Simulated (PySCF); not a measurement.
A PySCF script (with the pyscf-properties extension) for the NMR shieldings of `[C@H]1(B)[C@@H](CB)[C@@H]1OC(C)C`, C7H16B2O, on a GFN2-xTB geometry:

```python
import basis_set_exchange as bse
import numpy as np
from pyscf import gto, dft
from pyscf.prop import nmr

atoms = """
B    -3.599445    0.573063    1.114081
C    -2.879354   -0.326079    0.048305
C    -1.583671    0.214017   -0.513641
C    -0.582388   -0.682318   -1.249350
B    -0.648294   -2.202969   -1.368426
C    -0.298428   -0.072246    0.148609
O     0.638990    0.934658    0.265910
C     1.926936    0.518758    0.701730
C     2.676398    1.779100    1.116800
C     2.684954   -0.240142   -0.388201
H    -3.178182    1.621786    1.408202
H    -4.581826    0.179222    1.612093
H    -2.702148   -1.320375    0.465653
H    -3.575421   -0.500523   -0.781150
H    -1.667581    1.209161   -0.933806
H    -0.061071   -0.136974   -2.030456
H    -0.084959   -2.736716   -2.245400
H    -1.195858   -2.859229   -0.567478
H    -0.296872   -0.775622    0.980648
H     1.802662   -0.141523    1.578449
H     3.658235    1.518535    1.501181
H     2.118302    2.308276    1.884113
H     2.790510    2.433520    0.257317
H     2.125694   -1.117959   -0.703357
H     3.651623   -0.560380   -0.009199
H     2.840148    0.405574   -1.249510
"""
names = dict.fromkeys(["B", "C", "O", "H"], "pcSseg-1")
basis = {el: gto.basis.parse(bse.get_basis(n, elements=[el], fmt="nwchem")) for el, n in names.items()}
mol = gto.M(atom=atoms, basis=basis, charge=0, verbose=0)
mf = dft.RKS(mol, xc="PBE0")
mf.grids.level = 2
mf.grids.alignment = dft.numint.BLKSIZE   # the property module wants whole blocks of grid points
mf.conv_tol = 1e-9
mf.kernel()

calc = nmr.RKS(mf)   # GIAO
C = mf.mo_coeff
Co = C[:, mf.mo_occ > 0]
resp = mf.gen_response(singlet=True, hermi=2)
def vind(x):   # induced exchange potential for any number of trial vectors
    d = np.einsum("pi,xij,qj->xpq", C, 2 * x.reshape(-1, C.shape[1], Co.shape[1]), Co, optimize=True)
    return np.einsum("xpq,pi,qj->xij", resp(d - d.transpose(0, 2, 1)), C, Co, optimize=True).ravel()
mo1, _ = nmr.rhf.solve_mo1(calc, with_cphf=vind)
sigma = calc.kernel(mo1)
for i, s in enumerate(sigma):   # ppm
    print("%2d %-2s %9.2f" % (i, mol.atom_pure_symbol(i), np.trace(s) / 3))
```

Question: Give the expected output.

Answer: 
```
 0 B       6.78
 1 C     147.27
 2 C     149.99
 3 C     142.05
 4 B      19.36
 5 C     108.53
 6 O     236.37
 7 C     108.73
 8 C     160.98
 9 C     166.46
10 H      23.36
11 H      23.54
12 H      29.67
13 H      29.71
14 H      29.23
15 H      29.77
16 H      23.87
17 H      24.55
18 H      28.40
19 H      28.06
20 H      30.82
21 H      30.21
22 H      30.54
23 H      29.73
24 H      31.09
25 H      31.07
```

These numbers come from an equivalent density-fitted implementation of the same equations, which agrees with the script to about 0.01 ppm for H and up to a few tenths of a ppm for heavy atoms, so last digits may differ.

Size and cost of the density-fitted run: 250 basis functions, 70 s wall time on 1 thread of an Arm Neoverse V1, shared host; peak memory 1.2 GiB.
